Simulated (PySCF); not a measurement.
# One molecule, several mistakes: AlCGeH8N

Calculated results; nothing here was measured. They come from PySCF 2.14.0, an open-source quantum chemistry program, on an isolated molecule that a program drew, which may never have been made. The molecule is AlCGeH8N (charge 0, singlet), drawn as the SMILES string `C[NH][AlH][GeH3]`.

Each row is a Hartree-Fock (HF) and frozen-core CCSD(T) single point in the cc-pV(D+d)Z basis, meant for a local HF minimum. Run 1 is clean. Each other run has one planted mistake out of seven kinds, and not every kind appears here: one electron removed, one electron added, multiplicity raised by two, geometry at a saddle point, minimal basis STO-3G, one bond length entered in bohr, all coordinates scaled. The reference is restricted for singlets and unrestricted otherwise, and also for a bond in bohr. Adding or removing an electron swaps singlet and doublet. Electrons count all cores. HOMO and LUMO are orbital energies over both spins, the gradient is its largest component, and the lowest frequency (negative if imaginary) is given only where the gradient is small. Bond lengths are over the 11 bonds as drawn. T1 is the CCSD diagnostic: over 0.02 (restricted) or 0.045 (unrestricted) a single reference is doubtful. Germanium has the cc-pVDZ-PP basis, with a core potential (ECP10MDF) in place of its 10 inner electrons, and its 3s, 3p and 3d shells are frozen in CCSD(T).

Geometry of the clean run:
```xyz
12
AlCGeH8N, angstrom
C     0.3603    1.4372   -1.1520
N     0.8448    1.0523    0.1621
Al    1.8329   -0.3350    0.6290
Ge    2.4417   -0.6135    3.0407
H    -0.7333    1.4664   -1.1946
H     0.6968    0.7174   -1.9001
H     0.7315    2.4216   -1.4549
H     0.5450    1.7041    0.8647
H     2.2863   -1.3384   -0.5054
H     1.8824    0.5150    3.9255
H     3.9658   -0.6293    3.2538
H     1.9095   -1.9359    3.6212
```

```
run  electrons  basis functions  <S^2>  HOMO (eV)  LUMO (eV)  gradient (hartree/bohr)  lowest frequency (cm^-1)  mean bond (Å)  longest bond (Å)      T1  HF (hartree)  CCSD(T) (hartree)                          mistake
  1         66              114  0.000      -9.86       1.76                  2.8e-05                        44         1.4732             2.503  0.0144    -632.29800         -632.85635                         no fault
  2         66              114  0.000      -9.75       1.53                  3.6e-02                         -         1.5512             2.636  0.0161    -632.27142         -632.84011           all coordinates scaled
  3         66              114  0.947     -10.02       1.67                  4.3e-02                         -         1.5906             2.745  0.0283    -632.16694         -632.69092  one bond length entered in bohr
  4         66              114  2.039      -4.60      -0.41                  8.5e-02                         -         1.4732             2.503  0.0153    -632.16047         -632.68965       multiplicity raised by two
  5         67              114  0.768       0.70       7.57                  2.8e-02                         -         1.4732             2.503  0.0132    -632.25220         -632.82272               one electron added
  6         65              114  0.761     -14.40      -6.01                  7.5e-02                         -         1.4732             2.503  0.0174    -632.01383         -632.52949                                ?
```

**Which mistake was planted in run 6, and what did it cost?**

It counts 65 electrons, one fewer than the clean run, at the same geometry and basis. So the mistake is: one electron removed. Subtracting run 1 and multiplying by 627.51 kcal/mol a hartree, the energy moved by 178.3 kcal/mol in HF and 205.1 kcal/mol in CCSD(T).

Cautions from the logs. Run 5: the HOMO is above zero, so the electron isn't bound and the energy depends on the basis.
